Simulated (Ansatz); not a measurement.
The cluster FeF3. The state is a quartet with charge 0. Geometry PBE-D4/def2-TZVP; atoms count from 1.

```xyz
4

Fe    0.0386   -0.1782   -0.0403
F     1.4846   -0.1560   -0.9721
F    -0.3141    1.4491    0.3282
F    -1.2091   -1.1149    0.6842
```

The charge 0 quartet is spin-contaminated (final ⟨S²⟩ up to 3.95, 3.75 for a pure state). At PBE0-D4/def2-TZVP a sextet of charge 0 lies 0.97 eV below the quartet, each at its own geometry. The structure comes from a short search, and lower isomers may exist.

Estimate the Mulliken populations from the PBE0/def2-TZVP orbitals of Ansatz.


```csv
atom,charge (e),spin (α − β),d electrons
Fe1,1.32,2.82,6.10
F2,-0.45,0.10,–
F3,-0.41,-0.02,–
F4,-0.45,0.10,–
```
Mulliken values and Mayer orders depend strongly on the basis.

Where does the spin sit?

Summed by element: Fe 2.82, F 0.18, of 3 unpaired in all. Largest on single atoms: Fe1 2.82, F4 0.10, F2 0.10.

And the Mayer bond orders between bonded heavy atoms (over 0.3)?

Fe1–F2 0.87 (1.72 Å); Fe1–F3 0.93 (1.71 Å); Fe1–F4 0.87 (1.72 Å).
